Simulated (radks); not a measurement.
Values are calculated unless marked as measured or tabulated.
Se, 34 electrons, occupied as [Ar] 3d9 4s2 4p5 (not the ground configuration). Level of theory: Dirac Kohn-Sham, PBE, spin-unpolarised, spherical densities, finite nucleus; open shells fill j = l - 1/2 first; Fermi nuclear charge, rms radius 4.14 fm (a radial shooting solver on a logarithmic mesh with Libxc functionals). Some entries of the table are withheld. Estimate them.

orbital,occ.,eigenvalue (eV),r(max) (bohr),<r^2> (bohr^2)
1s1/2,2,-12514.63,0.02880,0.002616
2s1/2,2,-1621.864,0.1646,0.04521
2p1/2,2,-1456.405,0.1296,(1)
2p3/2,4,-1414.663,0.1327,(2)
3s1/2,2,-225.4281,0.5006,0.3729
3p1/2,2,(3),0.4923,0.3885
3p3/2,4,(4),0.5007,0.4020
3d3/2,4,-65.1108,0.4455,(5)
3d5/2,5,-64.1657,0.4481,(6)
4s1/2,2,-19.4915,1.457,3.372
4p1/2,2,(7),1.684,5.246
4p3/2,3,(8),1.716,5.485

Answer. 
(1) 2p1/2 <r^2> (bohr^2): 0.03486
(2) 2p3/2 <r^2> (bohr^2): 0.03632
(3) 3p1/2 eigenvalue (eV): -168.7522
(4) 3p3/2 eigenvalue (eV): -162.7381
(5) 3d3/2 <r^2> (bohr^2): 0.4559
(6) 3d5/2 <r^2> (bohr^2): 0.4617
(7) 4p1/2 eigenvalue (eV): -8.0785
(8) 4p3/2 eigenvalue (eV): -7.6248
